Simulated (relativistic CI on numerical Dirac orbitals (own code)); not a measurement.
**Dy XXX: q coefficients and field-shift factors**

Calculated at this level of theory: Dirac-Coulomb-Breit CI, separate exchange-only KLI orbitals for each configuration, derivatives by finite differences, unscaled Slater integrals, QED left out (own radial code, finite nucleus).

CI space (outside the closed core [Ar] 3d10): 4s2.4p6.4d, 4s2.4p5.4d2, 4s2.4p6.4f, 4s.4p6.4d2, 4s2.4p5.4d.4f, 4s.4p6.4d.4f. Double excitations out of closed p, d and f shells are left out; levels of such configurations are missing from the list, as are those of other unlisted configurations, and high levels can miss mixing partners.

With x = (α/α₀)² − 1 an excitation energy changes as ω = ω₀ + qx; K = 2q/ω₀ is the relative enhancement. Terms are leading LS components, so labels can repeat. The field-shift factor is F = δν/δ⟨r²⟩ for the transition from the lowest level.

Lowest level 4s2.4p6.4d 2D_3/2.

| Level | ω₀ (cm⁻¹) | q (cm⁻¹) | F (GHz/fm²) |
| --- | --- | --- | --- |
| 4s2.4p6.4d 2D_5/2 | 80173 | 80700 | 1.46 |
| 4s2.4p5.4d2 4D°_1/2 | 990762 | 45130 | 5.33 |
| 4s2.4p5.4d2 4D°_3/2 | 994357 | 38040 | 5.19 |
| 4s2.4p5.4d2 4F°_5/2 | 1016522 | 40390 | 5.15 |
| 4s2.4p5.4d2 4G°_7/2 | 1031086 | 36380 | 4.52 |
| 4s2.4p5.4d2 4D°_5/2 | 1060140 | 107600 | 6.2 |
| 4s2.4p5.4d2 4P°_3/2 | 1074023 | 53240 | 4.97 |
| 4s2.4p5.4d2 4D°_7/2 | 1079084 | 117400 | 6.12 |
| 4s2.4p5.4d2 4G°_9/2 | 1079842 | 111600 | 5.67 |
| 4s2.4p5.4d2 2D°_3/2 | 1096083 | 113100 | 6.42 |
| 4s2.4p5.4d2 4P°_5/2 | 1098531 | 115700 | 6.45 |
| 4s2.4p5.4d2 4G°_11/2 | 1103454 | 123900 | 5.86 |
| 4s2.4p5.4d2 2G°_7/2 | 1116438 | 110700 | 6.52 |
| 4s2.4p5.4d2 4P°_1/2 | 1128059 | 117400 | 6.21 |
| 4s2.4p5.4d2 2F°_7/2 | 1143685 | 117600 | 6.74 |
| 4s2.4p5.4d2 2D°_5/2 | 1147501 | 119600 | 6.61 |
| 4s2.4p5.4d2 2D°_3/2 | 1157345 | 116800 | 6.57 |
| 4s2.4p5.4d2 2G°_9/2 | 1157590 | 131600 | 6.93 |
| 4s2.4p5.4d2 2H°_11/2 | 1169898 | 174900 | 6.87 |
| 4s2.4p5.4d2 2D°_5/2 | 1181255 | 185700 | 7.7 |
| 4s2.4p5.4d2 2F°_7/2 | 1186319 | 178700 | 7.22 |
| 4s2.4p5.4d2 2F°_5/2 | 1190476 | 117600 | 6.98 |
| 4s2.4p5.4d2 2G°_9/2 | 1205811 | 170600 | 7.59 |

At this charge energies of transitions that change n are usually good to better than 1 %, and those within a shell (Δn = 0) to a few per cent.

Question: Which transition from the lowest level has the largest |K|?

Answer: 4s2.4p6.4d 2D_5/2 at 80173 cm⁻¹, K = 2.01.
